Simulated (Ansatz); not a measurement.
A structure relaxed at PBE0-D4/def2-TZVP, charge 0, multiplicity 1:

| atom | x (Å) | y (Å) | z (Å) |
| --- | --- | --- | --- |
| C1 | 1.6654 | -0.1158 | -1.2701 |
| C2 | 0.6173 | 0.4660 | -0.3351 |
| C3 | -0.3922 | -0.5721 | 0.1369 |
| Ge4 | -1.7512 | 0.1554 | 1.3459 |
| H5 | 1.2001 | -0.5433 | -2.1626 |
| H6 | 2.3784 | 0.6452 | -1.5968 |
| H7 | 2.2294 | -0.9134 | -0.7786 |
| H8 | 0.0934 | 1.2851 | -0.8405 |
| H9 | 1.1134 | 0.9173 | 0.5315 |
| H10 | 0.1159 | -1.3907 | 0.6566 |
| H11 | -0.9083 | -1.0199 | -0.7184 |
| H12 | -1.0820 | 0.7460 | 2.6019 |
| H13 | -2.7414 | -0.9389 | 1.7847 |
| H14 | -2.5383 | 1.2791 | 0.6446 |

Problem. Give its formula and SMILES.

Solution. C3H10Ge, `CC[CH2][GeH3]`.

Problem. Point group (tolerance 0.08 Å, 0.16 Å for H)?

Solution. Cs.

Problem. Summarise the bond lengths by kind.

Solution. 2 × C–C 1.520 to 1.523 Å; 7 × C–H 1.093 to 1.096 Å; 1 × C–Ge 1.959 Å; 3 × Ge–H 1.540 to 1.541 Å.

Computed with Ansatz.
